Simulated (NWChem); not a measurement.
silene (CH₄Si); SMILES C=[SiH2]

Results from NWChem. All runs use the structure optimised with PBE0-D3(BJ)/def2-TZVP. B3LYP is NWChem's, with the RPA form of VWN correlation. Ions are spin-unrestricted doublets at the neutral geometry; other ion states weren't tried.

**Question.** Order these by “ΔSCF minus −ε(HOMO) (eV)”, lowest first: r2SCAN/def2-SVP; Hartree-Fock/def2-SVP; CAM-B3LYP/def2-SVP; B3LYP/def2-SVP.

**Answer.** Hartree-Fock/def2-SVP (-1.22), CAM-B3LYP/def2-SVP (1.01), B3LYP/def2-SVP (2.52), r2SCAN/def2-SVP (2.99)
